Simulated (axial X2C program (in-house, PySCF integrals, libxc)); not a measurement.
Spin–orbit effects down a group: molecules with Na, PBE0

All values come from calculations with an in-house all-electron X2C program for linear molecules (integrals from PySCF), spin-free (one-electron X2C) or two-component (2c: spin–orbit coupling with atomic mean-field Coulomb and Gaunt terms, which also bring small scalar terms), in Dyall basis sets with cores contracted in-house; open shells are unrestricted.

Basis sets: Co dyall-cv3z, Ir dyall-cv3z, Na dyall-cv3z, Rh dyall-cv3z.

```csv
molecule,spin-free state,Re (Å),ωe (cm⁻¹),De (eV),2c state,Re 2c (Å),ωe 2c (cm⁻¹),De 2c (eV)
NaCo,"M_S = 1, Λ = 0",2.726,196.9,0.77,Ω = 3,2.640,202.6,n/a
NaRh,"M_S = 1, Λ = 2",2.734,199.5,1.24,Ω = 3,2.735,199.3,n/a
NaIr,"M_S = 1, Λ = 3",2.692,229.6,1.74,Ω = 3,2.664,227.8,1.80
```

Each entry is the lowest single determinant of a limited PBE0 search at one distance. De goes to single-determinant-based atoms at the same level (for ions the charge split of lowest energy) and is withheld (n/a) where an atom does not fit its ground term or J level. Main or longest-lived isotopes. One determinant is a doubtful description, or other states lie close, for NaCo, NaRh, NaIr; these need not be ground states, and all values refer to the states named. With several unpaired electrons the Ω given is that of one determinant, not necessarily of the lowest component. The functionals have no current term, which raises determinants with orbital currents. The lowest determinant changes configuration between the Hamiltonians for NaCo, NaIr, so two states are compared there.
